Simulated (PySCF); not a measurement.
Species: cyclo-(F2SiS)3.
Cartesian coordinates in Å at the PBE0-D3(BJ)/def2-SVP level; atoms count from 1:
```
atom  x, y, z in Å
Si1    1.2982    0.5222   -1.2527
F2     1.1319    2.0658   -0.8509
F3     2.2366    0.4530   -2.5461
S4     2.3046   -0.5467    0.2794
Si5    0.6200   -0.9794    1.4918
F6    -0.1120   -2.3197    1.0035
F7     1.1860   -1.2386    2.9655
S8    -0.7865    0.6042    1.6465
Si9   -1.7772    0.4057   -0.2153
F10   -3.0145   -0.6076   -0.1382
F11   -2.3928    1.8530   -0.5139
S12   -0.5789   -0.2946   -1.8186
```

Method: TDDFT B3LYP/def2-SVPD, vertical, gas phase, core orbitals frozen in the response (PySCF 2.14.0, density-fitted response routines).

Kohn–Sham orbitals with the atoms that hold most of them (Löwdin shares over 4%, at most four atoms; ? is withheld):

```tsv
orbital	ε (eV)	atoms
HOMO-3	-10.01	S8 37%, S12 36%, Si9 8%
HOMO-2	-9.40	S4 33%, S12 21%, S8 20%, Si1 8%
HOMO-1	-8.85	?
HOMO	?	S4 45%, S12 21%, S8 21%
LUMO	-1.61	?
LUMO+1	-1.40	S4 30%, S12 15%, Si1 14%, S8 13%
LUMO+2	-1.28	S4 21%, S8 17%, S12 16%, Si9 12%
```

Task: Which atoms hold the HOMO-1, and with what shares?

Result: S8 (bonded to 2 Si) 37%; S12 (bonded to 2 Si) 37%; S4 (bonded to 2 Si) 8%; Si9 (bonded to 2 F and 2 S) 7%. By element: sulfur 82%, silicon 7% or more.

Task: Which atoms hold the LUMO, and with what shares?

Result: S12 (bonded to 2 Si) 15%; S8 (bonded to 2 Si) 15%; Si1 (bonded to 2 F and 2 S) 14%; Si5 (bonded to 2 F and 2 S) 13%. By element: sulfur 30% or more, silicon 27% or more.

Task: What is the HOMO energy, and the HOMO–LUMO gap?

Result: ε(HOMO) = -8.53 eV; the gap is 6.92 eV (0.2543 hartree).

Task: How does S1 compare with the orbital gap of 6.92 eV?

Result: S1 is at 5.87 eV (f = 0.0012), 1.05 eV below the gap, made of HOMO→LUMO (94%). 

Task: Give energy, strength and leading configuration of S1, S2, S3, S5 and S8, and follow the Löwdin shares of the leading atoms from the occupied to the empty orbital.

Result: 
- S1 (5.87 eV, f 0.0012), HOMO→LUMO (94%): S4 45% → at most 14%, S12 21% → 15%, S8 21% → 15%
- S2 (5.99 eV, f 0.0084), HOMO→LUMO+1 (92%): S4 45% → 30%, S12 21% → 15%
- S3 (6.17 eV, f 0.0000), HOMO-1→LUMO (89%): S8 37% → 15%, S12 37% → 15%
- S5 (6.48 eV, f 0.0027), HOMO-1→LUMO+1 (81%): S8 37% → 13%, S12 37% → 15%, S4 8% → 30%
- S8 (6.71 eV, f 0.0022), HOMO-2→LUMO (78%): S4 33% → at most 14%, S12 21% → 15%, S8 20% → 15%

On 2 threads of an Intel Xeon Platinum 8259CL at 2.50 GHz, shared host, this took 80 s wall, 2.9 min CPU (with the writing of density and orbital grids) and 1.7 GiB of memory at its peak.

One conformer stands for the species.
